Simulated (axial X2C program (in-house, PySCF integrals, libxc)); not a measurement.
What spin–orbit coupling does to SbTe

Computed with an in-house relativistic program for diatomic molecules. Spin-free means the one-electron spin-free X2C Hamiltonian; two-component (2c) means X2C with spin–orbit coupling and atomic mean-field two-electron Coulomb and Gaunt terms, so the difference of the two also holds small scalar two-electron terms. Basis: Te dyall-cv3z [11s12p8d4f1g], Sb dyall-cv3z [11s12p8d4f1g] (cores contracted in-house); Gaussian nuclei, density fitting, unrestricted open shells. Masses: Te 129.906 u, Sb 120.904 u.

Spin-free state: M_S = 1/2, Λ = 1 (beyond evenly filled blocks: π+α); fragments Te + Sb.

```tsv
level	Re (Å)	ωe (cm⁻¹)	De (eV)	μ (D)
M06	2.551	263.5	3.236	0.99
```

Dipoles are positive if Sb is the positive end.

**Question.** Within this multiplet, which Ω should lie lowest by the rule for regular and inverted multiplets?

**Answer.** The open π shell holds one electron, so the multiplet is regular: Ω = Λ − 1/2 = 1/2. The PBE0 2c search agrees.

Two-component determinant lowest at the distance of the search:

Ω = 1/2 (⟨Sz⟩ = -0.49, ⟨Lz⟩ = 0.99 at M06); fragments Te + Sb.

| level | Re (Å) | ωe (cm⁻¹) | De (eV) | μ (D) |
| --- | --- | --- | --- | --- |
| M06 | 2.558 | 259.6 | 2.976 | 0.98 |

**Question.** From the two tables, how do the constants change at the M06 level (2c against spin-free)?

**Answer.** At the M06 level Re increases by 0.007 Å and ωe decreases by 3.9 cm⁻¹; De changes by -0.260 eV.

The state is one determinant whose occupation by symmetry is held fixed; it was picked as the lowest of a PBE0 search that is not exhaustive. Dissociation energies refer to the lowest single-determinant-based atoms at the same level and basis. Density functionals use the spin component along the axis (collinear). Without a current term, density functionals place determinants with orbital angular momentum somewhat too high. The determinant is spin-polarised beyond a pure state at some levels (its spin-free form has ⟨S²⟩ too high), which makes Re and μ there less reliable.
